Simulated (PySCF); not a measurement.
C₄H₁₃AlO₂Si, SMILES [CH3][Al]([CH3])[O][Si](C)(C)O, GFN2-xTB optimised geometry. Atoms within 1.6 Å of the plane z = 0.0 Å (x, y, z in Å): Si1 (-0.23, -0.65, 0.00), C2 (1.67, -0.65, 0.00), C3 (-0.98, 1.09, 0.00), O4 (-0.84, -1.37, -1.34), O5 (-0.72, -1.48, 1.33), H9 (2.07, -0.09, 0.84), H10 (2.06, -0.20, -0.91), H11 (2.06, -1.66, 0.06), H12 (-0.65, 1.66, 0.86), H13 (-0.70, 1.63, -0.90), H14 (-2.07, 1.04, 0.03), H15 (-0.76, -2.32, -1.44).

Method: PBE0/def2-SVP (PySCF). Cells within 0.4 Å of a nucleus heavier than hydrogen are left out (blank, or x).

Map of the deformation density (molecule minus spherical neutral atoms) (e/bohr³) on the plane z = 0.0 Å:

```
|11111111111111111111111111111|
|11111111111111111111111111111|
|11111111111111111111111111111|
|11111111111111111111111111111|
|11111111111111111111111111111|
|11111111111111111111111111111|
|11111111111111111111111111111|
|11111111111111111111111111111|
|11111111111121111111111111111|
|11111111221331111111111111111|
|1111111267xxx1011111111111111|
|1111110299xxx1111111111111111|
|11111111444774211111111111111|
|11111111123575211111111111111|
|11111111112343112211221111111|
|1111111111111x12454x421111111|
|1111111110001xx257xxx11111111|
|1111111111000xx1455x731111111|
|11111111111000002236962111111|
|11111111111110001124851111111|
|11111111111111001112211111111|
|11111111111111111111111111111|
|11111111111111111111111111111|
|11111111111111111111111111111|
|11111111111111111111111111111|
|11111111111111111111111111111|
|11111111111111111111111111111|
|11111111111111111111111111111|
|11111111111111111111111111111|
```
Scale: ten equal steps from -0.020 (start of '0') to 0.089 (end of '9'), in the order '0123456789'; x runs from -4.50 to 4.50, y from -4.50 (bottom) to 4.50 (top).
